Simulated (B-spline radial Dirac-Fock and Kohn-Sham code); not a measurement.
# Atomic dysprosium: differential elastic cross section for electrons at 61.9 keV

The computed values come from an atomic code on a B-spline grid: relativistic (Dirac) partial waves in the static field of the Dirac-Fock atom with Furness-McCarthy exchange, without polarisation or absorption potentials.

```tsv
θ (°)	dσ/dΩ (Å²/sr)	Sherman function
5	1.14	0.000
10	0.121	0.001
15	0.0305	0.004
20	0.0114	0.007
25	0.00537	0.011
30	0.00289	0.014
35	0.00171	0.014
40	0.00110	0.011
45	0.000745	0.003
50	0.000532	-0.009
55	0.000395	-0.026
60	0.000302	-0.046
65	0.000238	-0.068
70	0.000191	-0.093
75	0.000156	-0.119
80	0.000130	-0.145
85	0.000110	-0.171
90	9.41e-05	-0.196
95	8.17e-05	-0.218
100	7.17e-05	-0.237
105	6.37e-05	-0.253
110	5.71e-05	-0.265
115	5.18e-05	-0.273
120	4.74e-05	-0.275
125	4.37e-05	-0.273
130	4.07e-05	-0.266
135	3.82e-05	-0.255
140	3.61e-05	-0.239
145	3.44e-05	-0.219
150	3.30e-05	-0.195
155	3.19e-05	-0.167
160	3.11e-05	-0.137
165	3.04e-05	-0.105
170	3.00e-05	-0.071
175	2.97e-05	-0.036
```

The total elastic cross section is 0.277 Å², the first transport cross section 0.00221 Å² and the second, weighted with (3/2) sin²θ, 0.00496 Å². The mean deflection is ⟨1 − cos θ⟩ = 0.00800, and 0.12 % of the collisions scatter beyond 90°.

Phase shifts modulo π (rad) for κ = −1 to −5: 0.691, -0.330, -0.867, -1.215, -1.467.
